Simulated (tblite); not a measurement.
C₅H₅F₄O (doublet state).
Structure used (GFN2-xTB), in Å, numbered top down from 1:
```
atom  x, y, z in Å
F1     0.3270    1.9354   -0.4610
C2     0.7427    0.9267    0.4272
C3     1.9637    0.2446   -0.0400
O4     1.6987   -0.9367   -0.6628
C5     0.3082   -1.1801   -0.6362
C6    -0.2686   -0.2342    0.4322
C7    -1.7087    0.1693    0.1561
F8    -2.5259   -0.8862    0.3398
F9    -2.1315    1.1236    0.9906
F10   -1.9267    0.5942   -1.0869
H11    0.8365    1.4400    1.3893
H12    2.9080    0.7016   -0.2511
H13    0.1386   -2.2353   -0.4132
H14   -0.1101   -0.9476   -1.6249
H15   -0.2565   -0.7073    1.4189
```

Computed with GFN2-xTB (tblite): harmonic, unscaled wavenumbers at the GFN2-xTB geometry, gas phase. This tight-binding method is rough: wavenumbers can miss measured ones by several per cent, in bad cases by 10 to 20. One conformer, not necessarily the lowest. Open shells enter through the occupations alone, without spin polarisation, and single modes of such species can be off by tens of per cent.

Harmonic wavenumbers (cm⁻¹): 58.0, 75.1, 131.6, 175.3, 218.5, 278.2, 324.7, 353.8, 393.9, 461.9, 499.3, 521.6, 630.4, 667.6, 755.3, 792.8, 853.6, 967.1, 987.9, 995.1, 1011.0, 1055.5, 1080.4, 1102.2, 1147.9, 1162.3, 1194.7, 1214.4, 1245.4, 1258.6, 1270.9, 1309.9, 1347.8, 1458.4, 2908.5, 2938.0, 2963.7, 2989.2, 3180.7.

A = 2260, B = 1103, C = 905.6 MHz; mass 157.028 u (most abundant isotopes); point group C1, symmetry number 1; spin multiplicity 2.

Question: What is the zero-point energy?

Answer: Half the sum of the wavenumbers: 20991 cm⁻¹ = 251.10 kJ/mol.

Question: Entropy at 200 K, 1 bar (ideal gas, RRHO, classical rotation)?

Answer: Translation 163.62, rotation 117.80, vibration 66.95, spin (R ln 2) 5.76: S = 354.1 J/(mol K).

Question: And Cp and H(200 K) − H(0)?

Answer: Cp = 110.77 J/(mol K), of which vibrations give 77.51 (their classical limit is 39 R = 324.3); H(200 K) − H(0) = 14.19 kJ/mol without the zero-point energy, 7.54 from vibrations.

Question: How do the functions run with temperature in this model?

Answer: 
| T (K) | S (J/(mol K)) | Cp (J/(mol K)) | H − H(0) (kJ/mol) | G − H(0) (kJ/mol) | ln q(vib) |
| --- | --- | --- | --- | --- | --- |
| 100 | 292.4 | 71.5 | 5.06 | -24.18 | 1.32 |
| 300 | 406.5 | 150.0 | 27.23 | -94.71 | 5.81 |
| 500 | 499.6 | 215.8 | 64.25 | -185.54 | 10.43 |
| 800 | 614.5 | 270.9 | 138.23 | -353.35 | 17.04 |
| 1000 | 677.3 | 292.0 | 194.65 | -482.68 | 21.08 |

q(vib) and H(0) count from the zero-point level.

Question: What must be added to the electronic energy to get the Gibbs energy at 200 K and 1 bar?

Answer: ZPE + [H(200 K) − H(0)] − T·S = 251.10 + 14.19 − 70.83 = 194.46 kJ/mol.

Question: Blend soft modes into free rotors: weight 1/[1 + (100 cm⁻¹/ν̃)⁴] for the oscillator and the rest for a rotor with moment μB/(μ + B), μ = h/(8π²ν), B = 10⁻⁴⁴ kg m². What vibrational entropy results?

Answer: 62.90 J/(mol K) in place of 66.95, which changes −T·S at 200 K by +0.81 kJ/mol.

Hindered rotation and anharmonicity are outside this model. Other conformers, if any are populated, would add a mixing term that is left out. The structure is chiral; the term R ln 2 for an equal mix with its mirror image is left out.
